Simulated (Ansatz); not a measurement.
Total energies of BEt2(OiPr) (C7H17BO) from Ansatz at PBE0-D4/def2-TZVP, gas phase (1 Eh = 27.2114 eV = 2625.5 kJ/mol). The reference geometry is relaxed at PBE-D4/def2-SVP.

```json
{"state": "charge 0 singlet", "geometry": "reference", "energy (Eh)": "-376.80855"}
{"state": "charge 1 doublet", "geometry": "reference", "energy (Eh)": "-376.46613"}
{"state": "charge 1 doublet", "geometry": "relaxed at PBE-D4/def2-SVP", "energy (Eh)": "-376.48794"}
{"state": "free B atom (doublet)", "geometry": "–", "energy (Eh)": "-24.61828"}
{"state": "free C atom (triplet)", "geometry": "–", "energy (Eh)": "-37.80537"}
{"state": "free H atom (doublet)", "geometry": "–", "energy (Eh)": "-0.50104"}
{"state": "free O atom (triplet)", "geometry": "–", "energy (Eh)": "-75.01860"}
```

Task: Work out the vertical ionisation energy to the doublet.

Result: E(charge 1 doublet) − E(charge 0 singlet) = -376.46613 − (-376.80855) = 0.34242 Eh = 9.32 eV. For comparison, −ε of the highest occupied level is 7.53 eV at this level, 1.79 eV less.

Task: How much does the charge 1 doublet relax, and what is the adiabatic ionisation energy?

Result: Relaxation: -376.46613 − (-376.48794) = 0.02181 Eh = 0.59 eV. Adiabatic ionisation energy: 0.32061 Eh = 8.72 eV, without zero-point energy. 

Task: What is the binding energy per atom against free atoms?

Result: Atoms: 1 × (-24.61828) + 7 × (-37.80537) + 17 × (-0.50104) + 1 × (-75.01860) = -372.79215 Eh. Binding: -372.79215 − (-376.80855) = 4.01640 Eh = 109.29 eV, or 4.20 eV for each of 26 atoms (no zero-point energy, no counterpoise term).
